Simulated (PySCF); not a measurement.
These are B3LYP-D3(BJ)/def2-TZVP // BP86-D3(BJ)/def2-SVP (PySCF 2.14.0) values and carry that method's errors. All species are isolated molecules in the gas phase. B3LYP has the VWN-RPA correlation part, as in Gaussian. 

Reference species: [Ti(Cl)3] (neutral, multiplicity 2).

```json
{
  "spin population on the central atom (Mulliken)": "1.08",
  "highest_occupied_spin_orbital": "-7.31 eV",
  "coordination_number": "3",
  "charge on the central atom (Mulliken)": "1.04 e"
}
```

After one change: the spin population on the central atom (Mulliken) drops by 0.03; the highest occupied spin orbital rises by 1.26 eV; the coordination number hardly moves; the charge on the central atom (Mulliken) rises by 0.06 e.

Question: Name the change that produced these shifts. The new species is one of these.
(A) [Pt(Cl)3]
(B) [Zr(Cl)3]
(C) [Pd(Cl)3]

Answer: B, [Zr(Cl)3]
